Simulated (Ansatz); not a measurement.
Born–Oppenheimer molecular dynamics of CH$_{4}$ClNOSi (9 atoms, charge 0, multiplicity 1). It starts from a relaxed structure.

The calculation used Ansatz 0.2.0, RKS PBE-D4/STO-3G.

```yaml
ensemble: NVT, Langevin thermostat
time_step: 0.25 fs
steps_asked: 266
set_temperature: 300 K
friction: 0.05 /fs
temperature_schedule: 66 steps to 300 K, then 200 steps to 900 K
seed: 895098
```

First frame:

```xyz
9
Properties=species:S:1:pos:R:3
Cl -0.245 0.898 -2.571
Si 0.020 1.058 -0.457
N 1.040 -0.230 0.307
C -0.316 -0.836 0.771
O -1.240 0.316 0.491
H 0.296 2.474 -0.216
H 1.454 -0.893 -0.425
H -0.313 -1.065 1.870
H -0.607 -1.768 0.213
```

Task: What does the run give?

Result: All steps were run.

- steps done: 266
- time covered: 66.5 fs
- mean temperature over the second half: 437 K
- spread of the potential energy over the second half: 11.0 meV per atom
- mean potential energy of the second half above the start: 38.6 meV per atom

The schedule's set-point averaged 700 K over the second half and the system 437 K, so it lags behind the ramp. A run of 0.067 ps of so small a system gives no equilibrium averages. Limits of this set-up: minimal basis.

Task: What happens to the structure?

Result: The same pairs are bonded in the first frame and the last. Pairs count as bonded within 1.25 times the sum of covalent radii (0.12 Å more for H–H). The details hang on the random start.

Task: How do temperature and energy run in time?

Result: 
```csv
time (fs),T (K),potential energy less start (eV)
0.0,267,0.000
5.5,185,0.127
11.0,235,0.186
16.5,193,0.200
22.0,236,0.122
27.5,224,0.210
33.0,345,0.168
38.5,292,0.238
44.0,376,0.262
49.5,592,0.326
55.0,340,0.436
60.5,503,0.457
66.0,645,0.502
```

The run took 4.8 min on 1 thread of Intel(R) Xeon(R) Platinum 8488C (Sapphire Rapids), with other jobs on the host, peak memory 0.098 GiB.
